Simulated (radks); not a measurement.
Values are calculated unless marked as measured or tabulated.
Ionisation ladder of zirconium, from Zr to Zr2+. Each ion is in the ground configuration listed by NIST, and IE = E(next ion) - E(this ion). Level of theory: scalar-relativistic Kohn-Sham, PBE, spin-polarised, spherical densities, point nucleus; open shells are filled with parallel spins first (spin-orbit coupling, left out, can overturn this in heavy ions) (a radial shooting solver on a logarithmic mesh with Libxc functionals).

species  configuration  E (hartree)  IE, Delta-SCF (eV)  -e(HOMO) (eV)     HOMO  IE, NIST (eV)       kind  error (eV)
Zr        [Kr] 4d2 5s2  -3598.55241               6.438          4.047  5s down          6.634       exp.      -0.196
Zr+       [Kr] 4d2 5s1  -3598.31582              13.461         10.535    5s up         13.130       exp.      +0.331
Zr2+          [Kr] 4d2  -3597.82113              23.164         17.937    4d up         23.170  semi-emp.      -0.006

Reference values: NIST Atomic Spectra Database (exp. = measured, semi-emp. = semi-empirical, theory = theoretical value adopted there). The ionisation energy per charge of the ion left behind rises most, in proportion, at Zr2+ ([Kr] 4d2), from 6.731 to 7.721 eV. Against the entries that are not theoretical the mean signed error is -0.2 % and the largest -3.0 %. Open shells are spherical and high-spin; term and fine-structure splittings are not resolved.
